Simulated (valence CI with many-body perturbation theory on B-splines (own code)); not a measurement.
The numbers below are computed, except where a source is named.
# Level structure of Ga8+

Level of theory: valence CI with perturbative core correlation (CI+MBPT): five valence electrons over a frozen Dirac-Fock core [Ar], radial functions for each j: 7 s, 7 p, 8 d, 6 f, 4 g, 1 h, with the one-electron correlation potential Σ1, the two-electron term Σ2, the three-electron term Σ3, Breit, model QED; selected CI, second order for the rest, scaled by the run's own slope (own B-spline code, finite nucleus).

No measured spectrum was set against this ion. As an estimate, terms of the open shell hold to 2 to 4 % of their energy, and close levels can change places; different configurations can be misplaced against each other by 1,000 to 8,000 cm⁻¹. Among the levels kept, up to 500 cm⁻¹ of a level comes from second order outside the variational space, and about a tenth of that is noise between levels of different J, which matters for small intervals. Only levels of the ground parity were solved; by the run's estimate the other parity begins above the list, which can be wrong where configurations are misplaced.

Levels 1 to 31 of 31, with energies above the lowest level, 3d⁵ ⁶S_5/2. "Leading %" is the weight of the configuration and term that name the level; weights of strongly mixed levels are sums over their largest components and can fall short. In the jj column 3d3/2^4 stands for four electrons in 3d with j = 3/2.

| No. | Configuration | Term | J | E (cm⁻¹) | Leading % | Leading jj | g |
| --- | --- | --- | --- | --- | --- | --- | --- |
| 1 | 3d⁵ | ⁶S | 5/2 | 0.0 | 99 | 3d3/2^2 3d5/2^3 (42 %) | 1.999 |
| 2 | 3d⁵ | ⁴G | 11/2 | 53846 | 99 | 3d3/2^2 3d5/2^3 (50 %) | 1.271 |
| 3 | 3d⁵ | ⁴G | 5/2 | 53865 | 98 | 3d3/2^2 3d5/2^3 (38 %) | 0.577 |
| 4 | 3d⁵ | ⁴G | 7/2 | 54053 | 99 | 3d3/2^2 3d5/2^3 (41 %) | 0.985 |
| 5 | 3d⁵ | ⁴G | 9/2 | 54098 | 99 | 3d3/2^2 3d5/2^3 (66 %) | 1.171 |
| 6 | 3d⁵ | ⁴P | 5/2 | 59550 | 77 | 3d3/2^4 3d5/2 (38 %) | 1.543 |
| 7 | 3d⁵ | ⁴P | 3/2 | 60213 | 81 | 3d3/2^3 3d5/2^2 (52 %) | 1.633 |
| 8 | 3d⁵ | ⁴P | 1/2 | 60985 | 92 | 3d3/2^2 3d5/2^3 (53 %) | 2.464 |
| 9 | 3d⁵ | ⁴D | 7/2 | 65494 | 98 | 3d3/2^2 3d5/2^3 (57 %) | 1.424 |
| 10 | 3d⁵ | ⁴D | 1/2 | 66460 | 92 | 3d3/2^2 3d5/2^3 (79 %) | 0.200 |
| 11 | 3d⁵ | ⁴D | 3/2 | 66962 | 81 | 3d3/2 3d5/2^4 (50 %) | 1.291 |
| 12 | 3d⁵ | ⁴D | 5/2 | 66966 | 79 | 3d3/2^2 3d5/2^3 (35 %) | 1.411 |
| 13 | 3d⁵ | ²I | 11/2 | 77835 | 96 | 3d3/2^2 3d5/2^3 (49 %) | 0.928 |
| 14 | 3d⁵ | ²I | 13/2 | 78241 | 100 | 3d3/2^2 3d5/2^3 (100 %) | 1.076 |
| 15 | 3d⁵ | ²D | 5/2 | 82972 | 59 | 3d3/2^4 3d5/2 (31 %) | 1.079 |
| 16 | 3d⁵ | ²D | 3/2 | 85082 | 83 | 3d3/2^2 3d5/2^3 (62 %) | 0.738 |
| 17 | 3d⁵ | ²F | 7/2 | 87561 | 79 | 3d3/2^3 3d5/2^2 (43 %) | 1.146 |
| 18 | 3d⁵ | ⁴F | 9/2 | 89117 | 85 | 3d3/2^2 3d5/2^3 (45 %) | 1.299 |
| 19 | 3d⁵ | ⁴F | 5/2 | 89747 | 82 | 3d3/2^2 3d5/2^3 (72 %) | 1.005 |
| 20 | 3d⁵ | ⁴F | 7/2 | 90224 | 77 | 3d3/2 3d5/2^4 (57 %) | 1.219 |
| 21 | 3d⁵ | ⁴F | 3/2 | 91175 | 83 | 3d3/2 3d5/2^4 (49 %) | 0.468 |
| 22 | 3d⁵ | ²F | 5/2 | 93048 | 50 | 3d5/2^5 (54 %) | 1.006 |
| 23 | 3d⁵ | ²H | 9/2 | 94116 | 68 | 3d3/2^2 3d5/2^3 (75 %) | 0.991 |
| 24 | 3d⁵ | ²H | 11/2 | 96219 | 95 | 3d3/2 3d5/2^4 (68 %) | 1.085 |
| 25 | 3d⁵ | ²G | 7/2 | 97055 | 94 | 3d3/2^2 3d5/2^3 (72 %) | 0.903 |
| 26 | 3d⁵ | ²G | 9/2 | 99069 | 64 | 3d3/2 3d5/2^4 (66 %) | 1.061 |
| 27 | 3d⁵ | ²F | 5/2 | 103490 | 95 | 3d3/2^2 3d5/2^3 (57 %) | 0.866 |
| 28 | 3d⁵ | ²F | 7/2 | 104040 | 95 | 3d3/2 3d5/2^4 (42 %) | 1.144 |
| 29 | 3d⁵ | ²S | 1/2 | 113390 | 99 | 3d3/2^3 3d5/2^2 (40 %) | 1.999 |
| 30 | 3d⁵ | ²D | 3/2 | 126550 | 99 | 3d3/2^3 3d5/2^2 (35 %) | 0.799 |
| 31 | 3d⁵ | ²D | 5/2 | 126960 | 98 | 3d3/2 3d5/2^4 (37 %) | 1.195 |

Names give the largest LS component (configuration and term), which can be under half, so a name can repeat, a term be missing and a line seem to break the LS rules; names also repeat where a configuration has a term twice.

Where two levels of one J and parity lie close, their mixing, g and order are uncertain.

The ionisation energy to 3d⁴ ⁵D0 of the next ion comes out as 210 eV (NIST: 211 ± 2.2 eV (theoretical)). All 31 levels together are meant to be complete up to 131690 cm⁻¹.
